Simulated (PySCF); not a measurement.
Calculation: PBE-D3(BJ)/def2-TZVP // B3LYP-D3(BJ)/def2-TZVP (PySCF). Isolated molecules, 0 K electronic values unless said otherwise. One relaxed conformer stands for a flexible species; it need not be the lowest. Excitations are Tamm–Dancoff values on a coarser integration grid. The basis has no diffuse functions, so Rydberg states are missing or too high.

Reference species (SMILES): `[OH][Al]([OH])[OH]` (neutral, multiplicity 1).

```yaml
S1–T1 gap (TDA): 0.24 eV
LUMO: -1.31 eV
T1 excitation (TDA): 5.80 eV
```

Changed species: `[I][Al]([OH])[I]` (H–O–Al–I torsion 180°) (2 of 3 OH replaced by I; the reference has 0 of 3 OH replaced by I).

Problem. What does the change do to the S1–T1 gap (TDA), LUMO and T1 excitation (TDA)?

Solution. the S1–T1 gap (TDA) rises by 0.03 eV, to 0.27 eV; the LUMO falls by 0.96 eV, to -2.27 eV; the T1 excitation (TDA) falls by 1.55 eV, to 4.25 eV.
